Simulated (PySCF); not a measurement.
C2H15NSi4.
Numbering: `[CH3:1][N:2]([CH3:3])[Si@H:4]([SiH3:5])[SiH2:6][SiH3:7]` (hydrogens: H8, H9, H10 on C1; H11, H12, H13 on C3; H14 on Si4; H15, H16, H17 on Si5; H18, H19 on Si6; H20, H21, H22 on Si7)

Cartesian coordinates in Å at the PBE0-D3(BJ)/def2-SVP level; atoms count from 1:
```
atom  x, y, z in Å
C1    -2.0380   -1.2814    0.5431
N2    -0.9411   -0.5452   -0.0348
C3    -1.0805   -0.2929   -1.4471
Si4    0.0382    0.5320    0.9361
Si5   -0.7918    2.7344    1.0783
Si6    2.1943    0.4956    0.0045
Si7    2.5058   -1.7334   -0.6566
H8    -1.8474   -1.4884    1.6064
H9    -2.1610   -2.2544    0.0331
H10   -3.0080   -0.7473    0.4707
H11   -0.1899    0.2225   -1.8427
H12   -1.9612    0.3359   -1.6924
H13   -1.1841   -1.2406   -2.0064
H14    0.0999   -0.0586    2.3109
H15   -2.1534    2.7843    1.7008
H16   -0.8912    3.3138   -0.2996
H17    0.1294    3.6001    1.8813
H18    3.2169    0.9135    1.0154
H19    2.3147    1.4049   -1.1808
H20    2.1896   -2.6381    0.4909
H21    1.5841   -2.0504   -1.7905
H22    3.9093   -2.0003   -1.1022
```

Computed with PySCF at PBE0/pcSseg-1, non-relativistic, on one gas-phase PBE0-D3(BJ)/def2-SVP geometry that isn't relaxed in the solvent. The solvent is an IEF-PCM continuum (cavity from Bondi-type radii × 1.2). Only the electrostatic response of the medium enters.

```tsv
run	E − E(gas) (kcal/mol)	HOMO (eV)	HOMO–LUMO gap (eV)	dipole (D)
gas	0.00	-6.23	5.76	1.16
P	-0.82	-6.07	5.72	1.34
Q	-1.15	-6.04	5.71	1.39
```

Task: The runs were made in chloroform and methanol. Which run belongs to which solvent?

Result: P = chloroform, Q = methanol. The dielectric constants are 4.711 (chloroform), 32.61 (methanol), and the energy falls further as ε rises. In this model the ground state sees the solvent through ε alone.

Task: How constant is the ratio of the lowering to (ε − 1)/(2ε + 1)?

Result: 
| solvent | (ε − 1)/(2ε + 1) | E − E(gas) (kcal/mol) | ratio (kcal/mol) | polarisation term (kcal/mol) |
| --- | --- | --- | --- | --- |
| chloroform | 0.356 | -0.82 | -2.3 | -0.88 |
| methanol | 0.477 | -1.15 | -2.4 | -1.26 |

The ratio changes by +4.5 % in size from chloroform to methanol. The polarisation term is half the interaction of the solute with the induced surface charges.
